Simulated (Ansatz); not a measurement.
```yaml
crystal:
  periodic: [false, false, false]
  atoms:
    - {symbol: C, position_ang: [-0.013297, 1.739575, 0.355387]}
    - {symbol: Al, position_ang: [0.445275, 0.107460, 0.628299]}
    - {symbol: O, position_ang: [1.494547, -0.705826, 1.230221]}
    - {symbol: Si, position_ang: [-0.654943, -1.343324, -1.172925]}
    - {symbol: H, position_ang: [0.829534, 2.602735, 1.194140]}
    - {symbol: H, position_ang: [-0.706793, 2.042446, 0.833237]}
    - {symbol: H, position_ang: [0.515197, 2.618665, -0.686207]}
    - {symbol: H, position_ang: [1.523063, -1.692658, 1.446145]}
    - {symbol: H, position_ang: [-2.291101, -1.095206, -0.838278]}
    - {symbol: H, position_ang: [-0.717619, -1.016979, -2.424701]}
    - {symbol: H, position_ang: [-0.492600, -2.872233, -0.953838]}
basis:
  gaussian: {orbitals: cc-pVDZ, final_grid: {core_spheres: 1, valence_spheres: 1, degree: 1}}
hamiltonian: {xc: {name: wB97M-V}}
output: {forces: true}
```

```sh
$ ansatz run in.yaml --threads 2 --pin off --events-out ev --progress --plain --max-ram 4352MiB
```

Shortened log:

```
Functional definition: wB97M-V
929 factors; integrals over basis functions are off by at most 1.4e-3 eV
331 factors; integrals over basis functions are off by at most 1.0e-5 eV
mean field evaluation 1: about -17656.5220 eV, gradient 6.0e1 eV
mean field evaluation 2: about -17655.9856 eV, gradient 6.4e1 eV
mean field evaluation 4: about -17663.9273 eV, gradient 2.6e0 eV
mean field evaluation 8: about -17641.3658 eV, gradient 1.4e1 eV
mean field evaluation 16: about -17642.0253 eV, gradient 2.1e-3 eV
mean field -17642.02531368 eV, -648.3324720837 hartree, gradient 5.3e-5 eV, S^2 0.000000; 0 other end points of the search recorded, 0 dependent functions left out
reference -17642.02554760 eV, -648.3324806800 hartree; 24, 24 occupied and 75, 75 virtual orbitals, 929 factors
Total energy: -17642.02554760 eV, -648.3324806800 hartree
Atom 0 at    -0.013297     1.739575     0.355387 Å, force    10.663276    -2.868770    -4.555857 eV/Å
Atom 1 at     0.445275     0.107460     0.628299 Å, force    21.374293     6.547762     1.605464 eV/Å
Atom 2 at     1.494547    -0.705826     1.230221 Å, force   -17.183876    -6.008244    -3.050357 eV/Å
Atom 3 at    -0.654943    -1.343324    -1.172925 Å, force    -4.434369    -4.049189     5.225426 eV/Å
Atom 4 at     0.829534     2.602735     1.194140 Å, force    -2.401607    -2.994044    -1.755937 eV/Å
Atom 5 at    -0.706793     2.042446     0.833237 Å, force    -9.654344     4.997065     4.591459 eV/Å
Atom 6 at     0.515197     2.618665    -0.686207 Å, force    -2.865856    -2.673101     2.969295 eV/Å
Atom 7 at     1.523063    -1.692658     1.446145 Å, force     0.907906     5.063663    -1.151270 eV/Å
Atom 8 at    -2.291101    -1.095206    -0.838278 Å, force     1.752230    -1.323364     0.789717 eV/Å
Atom 9 at    -0.717619    -1.016979    -2.424701 Å, force     0.630817     2.075366    -5.043020 eV/Å
Atom 10 at    -0.492600    -2.872233    -0.953838 Å, force     1.211531     1.232854     0.375080 eV/Å
Dipole moment:     0.169719     0.185031     0.224365 e Å
```

Task: Something in this input is off. What?

Result: The integration grid is far too coarse. Self-consistency was reached. The result belongs to that input, not to the molecule as meant.
